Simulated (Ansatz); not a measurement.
`B[SiH](O)[SiH3]` + CH₃SH → `CS[SiH3]` + `B[SiH2]O`  (cleavage of the Si–Si bond)

Calculated with Ansatz (gas phase, PBE0-D4/def2-TZVP geometries, no zero-point term in ΔE). CCSD(T)/CBS adds triple-zeta CCSD(T) − MP2 to the extrapolated MP2 energy (def2 sets, frozen cores). This one scheme is used for every species. DFT in def2-TZVPP. One conformer a species, not always the lowest.

`B[SiH](O)[SiH3]`:

Cartesian coordinates in Å:
```
B 0.898 -1.757 0.365
Si 0.708 0.217 0.310
O 0.608 0.884 1.826
Si -1.261 0.604 -0.940
H 0.717 -2.411 1.348
H 1.121 -2.332 -0.661
H 1.810 0.853 -0.477
H 0.479 1.832 1.879
H -2.415 -0.174 -0.412
H -1.617 2.051 -0.875
H -1.048 0.232 -2.364
```

CH₃SH:

```xyz
6

C     0.340   -0.048    0.351
S    -1.193   -0.456   -0.512
H     1.211   -0.201   -0.286
H     0.404   -0.732    1.197
H     0.325    0.973    0.731
H    -1.087    0.464   -1.482
```

`CS[SiH3]`:

Z-matrix (Å, degrees):
```
C
S 1 1.816
H 1 1.090 2 106.8
H 1 1.090 2 111.1 3 118.6
H 1 1.090 2 111.1 3 -118.6
Si 2 2.124 1 99.1 3 -180.0
H 6 1.483 2 106.4 1 179.9
H 6 1.488 2 111.1 1 60.0
H 6 1.488 2 111.1 1 -60.2
```

`B[SiH2]O`:

```xyz
8

B     0.427    0.406   -1.248
Si   -0.278    0.199    0.618
O    -0.690   -1.335    1.079
H     0.778   -0.509   -1.936
H     0.556    1.506   -1.702
H    -1.506    1.009    0.828
H     0.793    0.763    1.504
H    -0.080   -2.039    0.858
```

```json
{"level": "PBE-D4", "ΔE (kJ/mol)": "-37.1", "difference from CCSD(T)/CBS": "15.3"}
{"level": "r2SCANh-D4", "ΔE (kJ/mol)": "-47.7", "difference from CCSD(T)/CBS": "4.7"}
{"level": "B2PLYP", "ΔE (kJ/mol)": "-52.8", "difference from CCSD(T)/CBS": "-0.4"}
{"level": "PBE", "ΔE (kJ/mol)": "-37.4", "difference from CCSD(T)/CBS": "15.0"}
{"level": "revPBE", "ΔE (kJ/mol)": "-37.5", "difference from CCSD(T)/CBS": "14.9"}
{"level": "r2SCAN0", "ΔE (kJ/mol)": "-49.8", "difference from CCSD(T)/CBS": "2.6"}
{"level": "CAM-B3LYP", "ΔE (kJ/mol)": "-51.3", "difference from CCSD(T)/CBS": "1.1"}
{"level": "CCSD(T)/def2-TZVPP", "ΔE (kJ/mol)": "-50.1", "difference from CCSD(T)/CBS": "2.3"}
{"level": "MP2/def2-QZVPP", "ΔE (kJ/mol)": "-61.2", "difference from CCSD(T)/CBS": "-8.8"}
{"level": "MP2/CBS(def2)", "ΔE (kJ/mol)": "-62.1", "difference from CCSD(T)/CBS": "-9.7"}
{"level": "CCSD(T)/CBS", "ΔE (kJ/mol)": "-52.4", "difference from CCSD(T)/CBS": "0"}
```

Largest T1 diagnostic among the species: 0.014.

From BLYP to BHLYP (50 % exact exchange), in def2-TZVPP and without D4, ΔE moves by −10.9 kJ/mol. Leaving LDA and LC-ωPBE aside and taking each functional with its dispersion term where it has one, the values, not all of them listed here, spread over 17.0 kJ/mol, from ωB97M-V to PBE-D4. At CCSD(T), def2-SVP lies +5.4 kJ/mol from the extrapolated value and def2-TZVPP +2.3 kJ/mol.
